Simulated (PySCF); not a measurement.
Computed shifts of a molecule C2H6N2OSi, PBE/pcSseg-1 (PySCF), GIAO, gas phase, atoms alike by connectivity averaged where their shifts nearly agree, in ppm (number of nuclei): ¹³C: 122.6 (1), 1.6 (1). ²⁹Si: -39.6 (1). ¹⁵N: 65.1 (1), 37.7 (1). ¹H: 5.19 (1), 1.19 (1), 0.96 (1), 0.57 (3). References: ¹³C against TMS (σ = 182.0 ppm); ²⁹Si against TMS (σ = 335.4 ppm); ¹⁵N against NH3 (σ = 267.0 ppm); ¹⁷O against H2O (σ = 334.3 ppm); ¹H against TMS (σ = 31.49 ppm), references at their B3LYP-D3(BJ)/def2-TZVP geometries, non-relativistic. The structure is a stationary point at B3LYP-D3(BJ)/def2-SVP. One conformer was computed; it need not be the lowest.

Problem. Which molecule gave these data?
A) C[Si@@H](N)N=C=O
B) CC1=N[Si@@H](N)O1
C) C[Si@@]1(N)N=CO1
D) NC[SiH2]N=C=O

Solution. A, C[Si@@H](N)N=C=O
